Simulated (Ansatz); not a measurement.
The cluster CaI₂⁻, relaxed as a doublet with UKS r2SCAN-D4/def2-TZVPD in Ansatz, starting from the GFN1-xTB geometry. Force threshold 0.02 eV/Å.

In the def2 sets I takes a core potential; there is no spin–orbit coupling. The highest occupied level of the charge -1 doublet lies above zero (up to 0.32 eV). By energy differences its removal costs 1.49 eV (vertical, to the charge 0 singlet, at r2SCAN-D4/def2-TZVPD); a positive level beside a positive removal energy at the same level points to self-interaction error. The relaxation made no stability test and no search for a lower SCF solution. The structure comes from a short search, and lower isomers may exist.

Start:

```xyz
3

Ca    0.002   -0.002    0.003
I     1.889    2.144    0.579
I    -1.892   -2.141   -0.582
```

```csv
step,energy (eV),largest force component (eV/Å),SCF passes
1,-34651.4190,0.154,17
2,-34651.4239,0.053,21
3,-34651.4246,0.003,22
4,-34651.4246,0.002,14
5,-34651.4247,0.007,22
6,-34651.4249,0.015,23
7,-34651.4260,0.032,23
8,-34651.4396,0.101,28
9,-34651.4695,0.137,27
10,-34651.4995,0.161,25
11,-34651.5185,0.124,24
12,-34651.5225,0.006,22
```

Force components are those of the run's own axes.

End:

```xyz
3

Ca    0.389   -0.507    0.604
I     1.512    2.188    0.222
I    -1.901   -1.680   -0.826
```

By distances, no bond broke or formed. The bond that changes most is Ca1–I2, from 2.92 to 2.94 Å (atoms count from 1).

The force fell under the threshold at step 3, but the optimiser went on and released 0.098 eV more. No frequencies were taken in this run, so the end may be a saddle point.

Hardware: 4 threads of Arm Neoverse V1 on a shared host. Wall time 55 s.
